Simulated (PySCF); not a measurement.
C4H4F2O2, SMILES [C@H]1(CC(O1)(F)F)C=O. Atoms are numbered in the order given.

```xyz
12

O      3.0917     0.2468     0.0959
C      2.0141    -0.1790    -0.2246
C      0.7435     0.6418    -0.1438
C     -0.1475     0.3487     1.0904
C     -1.1391    -0.1456     0.0380
F     -1.4545    -1.4532     0.0909
F     -2.2991     0.5269    -0.0519
O     -0.2912     0.1372    -1.0237
H      1.8557    -1.2309    -0.5810
H      0.9656     1.7044    -0.3255
H      0.2111    -0.4351     1.7701
H     -0.4796     1.2315     1.6488
```
Charge 0, spin multiplicity 1.

The structure is a stationary point at B3LYP-D3(BJ)/def2-SVP. The structure was generated by enumeration; whether it is a known compound was not checked. One conformer was computed; it need not be the lowest.

Method: TDA-LC-ωPBE/def2-SVPD (PySCF 2.14.0).

Vertical excitations. Isolated molecule, no solvent.

| state | energy (eV) | λ (nm) | f | main pairs |
|---|---|---|---|---|
| S1 | 4.16 | 298 | 0.000 | HOMO→LUMO 93 % |
| S2 | 7.80 | 159 | 0.015 | HOMO−1→LUMO 84 % |
| S3 | 8.35 | 148 | 0.001 | HOMO→LUMO+3 58 %, HOMO→LUMO+1 21 % |
| S4 | 8.70 | 142 | 0.091 | HOMO−2→LUMO 60 %, HOMO−3→LUMO 29 % |
| S5 | 8.93 | 139 | 0.030 | HOMO→LUMO+2 45 %, HOMO→LUMO+1 24 % |
| S6 | 9.04 | 137 | 0.109 | HOMO→LUMO+2 19 %, HOMO→LUMO+4 18 %, HOMO−2→LUMO 13 %, HOMO−3→LUMO 11 % |
| T1 | 3.47 | 357 | 0 | HOMO→LUMO 92 % |
| T2 | 5.84 | 212 | 0 | HOMO−6→LUMO 35 %, HOMO−3→LUMO 34 %, HOMO−1→LUMO 12 %, HOMO−7→LUMO 6 % |
Triplets are in the Tamm–Dancoff approximation.
